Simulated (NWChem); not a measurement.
Molecule: C3HCl3; SMILES C(=C(Cl)Cl)=CCl

Program: NWChem. The geometry was optimised at PBE-D3(BJ)/def2-SVP.

Question: Order these by “dipole (D)”, lowest first: Hartree-Fock/aug-pcseg-1; Hartree-Fock/pcseg-1; Hartree-Fock/STO-3G.

Answer: Hartree-Fock/aug-pcseg-1 (1.36), Hartree-Fock/pcseg-1 (1.44), Hartree-Fock/STO-3G (1.91)
